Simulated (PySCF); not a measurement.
Propylcyclobutane, C7H14.
Numbering: `[CH3:1][CH2:2][CH2:3][CH:4]1[CH2:5][CH2:6][CH2:7]1` (hydrogens: H8, H9, H10 on C1; H11, H12 on C2; H13, H14 on C3; H15 on C4; H16, H17 on C5; H18, H19 on C6; H20, H21 on C7)

The same species was optimised twice, with GFN2-xTB and with PBE0-D3(BJ)/def2-SVP (PySCF), and the same property calculations (PySCF, gas phase) were run on both structures.

| coordinate | GFN2-xTB | PBE0-D3(BJ)/def2-SVP | change |
| --- | --- | --- | --- |
| C3–C4 (Å) | 1.521 | 1.514 | -0.007 |
| C2–C3 (Å) | 1.528 | 1.523 | -0.005 |
| C5–C6 (Å) | 1.535 | 1.540 | +0.005 |
| C4–C7 (Å) | 1.541 | 1.545 | +0.004 |
| C6–C7 (Å) | 1.536 | 1.540 | +0.004 |
| C1–C2 (Å) | 1.524 | 1.520 | -0.004 |
| C4–C5 (Å) | 1.540 | 1.543 | +0.003 |
| C3–C4–C5 (°) | 116.6 | 119.5 | +2.9 |
| C3–C4–C7 (°) | 117.4 | 119.4 | +2.0 |
| C1–C2–C3 (°) | 111.8 | 113.5 | +1.7 |
| C2–C3–C4 (°) | 112.3 | 113.6 | +1.3 |
| C5–C6–C7 (°) | 89.5 | 88.4 | -1.1 |
| C5–C4–C7 (°) | 89.2 | 88.1 | -1.1 |
| C4–C7–C6 (°) | 89.5 | 88.5 | -1.0 |
| C4–C5–C6 (°) | 89.5 | 88.6 | -0.9 |
| C1–C2–C3–C4 (°) | 178 | -179 | +3 |
| C2–C3–C4–C5 (°) | 176 | 174 | -2 |

Rotational constants: A = 7294, B = 1227, C = 1135 MHz (GFN2-xTB) against A = 7408, B = 1208, C = 1115 MHz (PBE0-D3(BJ)/def2-SVP). Point groups within 0.08 Å: C1 and C1.

On the GFN2-xTB structure: HOMO (eV) -8.09 [PBE0/pcSseg-1]; LUMO (eV) 1.51 [PBE0/pcSseg-1]; dipole (D) 0.11 [PBE0/pcSseg-1]; GIAO shielding of C1 (ppm) 169.6 [PBE0/pcSseg-1]; GIAO shielding of C2 (ppm) 161.9 [PBE0/pcSseg-1]; GIAO shielding of C3 (ppm) 140.5 [PBE0/pcSseg-1]; GIAO shielding of C4 (ppm) 150.3 [PBE0/pcSseg-1]; GIAO shielding of C5/C7 (mean) (ppm) 158.6 [PBE0/pcSseg-1]; GIAO shielding of C6 (ppm) 169.7 [PBE0/pcSseg-1].

What do these properties become on the PBE0-D3(BJ)/def2-SVP structure?

```tsv
property	level	on GFN2-xTB	on PBE0-D3(BJ)/def2-SVP	change
HOMO (eV)	PBE0/pcSseg-1	-8.09	-8.26	-0.17
LUMO (eV)	PBE0/pcSseg-1	1.51	1.52	+0.01
dipole (D)	PBE0/pcSseg-1	0.11	0.11	0.00
energy, GFN2-xTB geometry as zero (kcal/mol)	PBE0/pcSseg-1	0.0	-1.3	-1.3
GIAO shielding of C1 (ppm)	PBE0/pcSseg-1	169.6	167.7	-1.9
GIAO shielding of C2 (ppm)	PBE0/pcSseg-1	161.9	161.0	-0.9
GIAO shielding of C3 (ppm)	PBE0/pcSseg-1	140.5	141.5	+1.0
GIAO shielding of C4 (ppm)	PBE0/pcSseg-1	150.3	146.2	-4.1
GIAO shielding of C5/C7 (mean) (ppm)	PBE0/pcSseg-1	158.6	153.8	-4.8
GIAO shielding of C6 (ppm)	PBE0/pcSseg-1	169.7	164.4	-5.3
```

The heavy atoms differ by 0.077 Å rms after alignment. Among bonds between heavy atoms C3–C4 changes most (-0.007 Å). Changes are differences of the printed values. Neither structure is proved a minimum here.

Shape of the structure used: `[CH3:1][CH2:2][CH2:3][CH:4]1[CH2:5][CH2:6][CH2:7]1`: C1–C2–C3–C4 -179°, C2–C3–C4–C5 174°.
